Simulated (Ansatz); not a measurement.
Geometry optimisation, Ansatz, UKS PBE/def2-SVP.

Input:

```yaml
crystal:
  periodic: [false, false, false]
  atoms:
    - { symbol: W, position_ang: [0.217377, -0.28957, 0.021578] }
    - { symbol: F, position_ang: [0.268082, 0.420428, 1.74605] }
    - { symbol: F, position_ang: [1.922566, 0.534933, -0.116545] }
    - { symbol: H, position_ang: [-0.067096, 2.663052, -0.564639] }
    - { symbol: O, position_ang: [-1.658912, 0.029136, 0.162589] }
    - { symbol: H, position_ang: [-2.055879, 0.152864, 1.051033] }
    - { symbol: O, position_ang: [0.480274, -1.96799, 0.319335] }
    - { symbol: H, position_ang: [-0.016253, -2.092391, 2.178324] }
    - { symbol: O, position_ang: [0.058083, -0.212171, -1.849548] }
    - { symbol: H, position_ang: [-0.076025, 0.502712, -2.503056] }
    - { symbol: F, position_ang: [-0.529918, -1.572002, 2.793779] }
magnetization:
  spin_polarized: true
  initial_magnetization: 1
basis:
  gaussian: { orbitals: def2-SVP }
hamiltonian:
  xc: pbe
relax:
  f_tol: 0.03
  max_steps: 50
```

Run as:

```bash
$ ansatz run input.yaml --threads 4 --pin off --max-ram 5120MiB --backend cpu --events-out ev --progress --plain --runs-dir out
```

Question: Where does it end, and by what steps?

Answer: The run converged. After 20 steps the energy has fallen by 0.372 eV; F11 moved furthest, 1.01 Å.

| step | energy less start (eV) | largest force component (eV/Å) | accepted |
| --- | --- | --- | --- |
| 0 | 0.0000 | 0.970 | yes |
| 1 | -0.1431 | 0.522 | yes |
| 2 | -0.2004 | 0.480 | yes |
| 3 | -0.2319 | 0.297 | yes |
| 4 | -0.2397 | 0.790 | yes |
| 5 | -0.2620 | 0.285 | yes |
| 6 | -0.2799 | 0.815 | yes |
| 7 | -0.2882 | 0.972 | yes |
| 8 | -0.3008 | 1.161 | yes |
| 9 | -0.3320 | 0.534 | yes |
| 10 | -0.3455 | 0.296 | yes |
| 11 | -0.3308 | 0.728 | no |
| 12 | -0.3587 | 0.217 | yes |
| 13 | -0.3505 | 0.868 | no |
| 14 | -0.3648 | 0.134 | yes |
| 15 | -0.3676 | 0.126 | yes |
| 16 | -0.3652 | 0.548 | no |
| 17 | -0.3694 | 0.065 | yes |
| 18 | -0.3706 | 0.090 | yes |
| 19 | -0.3709 | 0.112 | yes |
| 20 | -0.3716 | 0.024 | yes |

```xyz
11
Properties=species:S:1:pos:R:3
W 0.351 -0.069 0.115
F 0.956 0.947 1.591
F 1.891 0.731 -0.692
H -0.408 2.758 -0.546
O -1.422 0.175 0.667
H -1.708 -0.466 1.381
O 0.683 -1.671 0.658
H -0.558 -2.127 1.885
O -0.175 -0.293 -1.696
H 0.301 0.084 -2.461
F -1.368 -1.901 2.337
```

Whether the end is a true minimum wasn't checked by a vibrational analysis.

Run time: 82 s on 4 threads of Arm Neoverse V2 (shared host), peak memory 0.25 GiB.
